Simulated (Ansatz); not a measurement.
## Molecular dynamics of H

Input:

```yaml
accuracy: low
crystal:
  lattice:
    - [6.69433, 0.0, 0.0]
    - [0.0, 6.69433, 0.0]
    - [0.0, 0.0, 6.69433]
  atoms:
    - { symbol: H, position: [0.9833436, 0.56226348, 0.78306008] }
    - { symbol: H, position: [0.93926676, 0.62110413, 0.69484576] }
    - { symbol: H, position: [0.47678359, 0.72411066, 0.33323893] }
    - { symbol: H, position: [0.5341453, 0.63476463, 0.2895099] }
    - { symbol: H, position: [0.16308453, 0.53178512, 0.16152741] }
    - { symbol: H, position: [0.26816213, 0.57689994, 0.15446369] }
    - { symbol: H, position: [0.86813656, 0.13425994, 0.52499975] }
    - { symbol: H, position: [0.91260158, 0.13717597, 0.41999409] }
    - { symbol: H, position: [0.47328229, 1.02385055, 0.47620186] }
    - { symbol: H, position: [0.49806984, 1.02588544, 0.36361549] }
    - { symbol: H, position: [0.16713887, 0.94456208, 0.64265926] }
    - { symbol: H, position: [0.15768899, 0.94109148, 0.5293182] }
    - { symbol: H, position: [0.6025536, 0.39362655, 0.16137595] }
    - { symbol: H, position: [0.55856721, 0.39059352, 0.05502302] }
    - { symbol: H, position: [0.65862006, 0.93424964, 0.71952446] }
    - { symbol: H, position: [0.7229705, 0.93486123, 0.81505803] }
    - { symbol: H, position: [0.54958761, 0.40692991, 0.61566698] }
    - { symbol: H, position: [0.48263549, 0.39175635, 0.52344894] }
    - { symbol: H, position: [0.31036488, 0.67768341, 0.79928485] }
    - { symbol: H, position: [0.3563862, 0.63073176, 0.70541395] }
basis:
  ecutwfc: 420.0
kpoints:
  mp_grid: { grid: [1, 1, 1] }
hamiltonian:
  xc: lda
scf:
  occupations: { method: fermi_dirac, width: 0.05 }
  lower_state_search: "off"
md:
  timestep: 0.5
  n_steps: 300
  ensemble: nvt_langevin
  temperature: 500.0
  initial_velocities: maxwell_boltzmann
  seed: 849749
  friction: 0.02
```

Command:

```bash
$ ansatz run input.yaml --threads 1 --pin off --max-ram 3072MiB --backend cpu --events-out ev --progress --plain --runs-dir out
```

It starts from a partly relaxed structure (largest force component 0.12 eV/Å).

Output, in part (step lines):

```
md step     0: t =     0.00 fs  T =   475.0 K  F+E_penalty+E_count = -309.93109949 eV  E_kin = 1.227970 eV  (6 SCF iters)
md step     1: t =     0.50 fs  T =   425.4 K  F+E_penalty+E_count = -309.86369283 eV  E_kin = 1.099819 eV  (6 SCF iters)
md step     2: t =     1.00 fs  T =   363.3 K  F+E_penalty+E_count = -309.73204532 eV  E_kin = 0.939152 eV  (6 SCF iters)
md step     3: t =     1.50 fs  T =   325.4 K  F+E_penalty+E_count = -309.60236170 eV  E_kin = 0.841162 eV  (6 SCF iters)
md step     4: t =     2.00 fs  T =   288.3 K  F+E_penalty+E_count = -309.52147698 eV  E_kin = 0.745360 eV  (6 SCF iters)
md step     5: t =     2.50 fs  T =   293.9 K  F+E_penalty+E_count = -309.51616905 eV  E_kin = 0.759774 eV  (5 SCF iters)
md step     6: t =     3.00 fs  T =   353.9 K  F+E_penalty+E_count = -309.58470771 eV  E_kin = 0.914837 eV  (5 SCF iters)
md step     7: t =     3.50 fs  T =   353.7 K  F+E_penalty+E_count = -309.69672594 eV  E_kin = 0.914489 eV  (5 SCF iters)
[... lines left out ...]
md step   299: t =   149.50 fs  T =   485.4 K  F+E_penalty+E_count = -309.75541660 eV  E_kin = 1.254913 eV  (4 SCF iters)
md step   300: t =   150.00 fs  T =   529.9 K  F+E_penalty+E_count = -309.81523733 eV  E_kin = 1.369861 eV  (6 SCF iters)
```

The steps, from the saved trajectory:

```tsv
time (fs)	T (K)	potential energy less start (eV)
0.0	475	0.000
5.0	421	0.094
10.0	366	0.472
15.0	456	0.414
20.0	520	0.241
25.0	579	0.064
30.0	535	0.252
35.0	432	0.569
40.0	569	0.201
45.0	584	0.123
50.0	480	0.189
55.0	471	0.242
60.0	433	0.348
65.0	569	0.182
70.0	607	0.267
75.0	512	0.412
80.0	529	0.184
85.0	638	0.077
90.0	607	-0.007
95.0	473	0.011
100.0	376	0.181
105.0	449	0.108
110.0	484	0.096
115.0	560	0.046
120.0	585	0.129
125.0	476	0.387
130.0	538	0.223
135.0	595	0.125
140.0	580	0.323
145.0	491	0.250
150.0	530	0.116
```

All steps were run. A run of 0.15 ps of so small a system gives no equilibrium averages. Limits of this set-up: coarse k mesh, low accuracy level.

Mean squared displacements from the first frame to the last, about the centre of mass: H 2.31 Å².

Last frame:

```xyz
20
Lattice="6.6943 0.0000 0.0000 0.0000 6.6943 0.0000 0.0000 0.0000 6.6943" Properties=species:S:1:pos:R:3
H 6.145 3.358 2.849
H 5.776 3.385 3.522
H 3.507 4.313 1.880
H 4.045 4.494 2.381
H 0.641 2.389 0.195
H 0.152 2.676 0.698
H 4.554 -0.394 1.401
H 4.287 0.091 1.941
H 2.535 6.133 3.537
H 3.087 6.512 3.160
H 0.404 5.126 5.460
H -0.322 5.277 5.341
H 4.235 1.943 1.169
H 3.954 2.607 1.444
H 4.643 4.758 6.056
H 4.394 4.217 5.557
H 0.766 1.782 3.020
H 0.845 0.964 3.014
H 2.133 3.045 4.595
H 2.468 3.621 5.137
```

Time of the run: 100 s on 1 thread of Arm Neoverse V2 (shared host), peak memory 0.28 GiB.
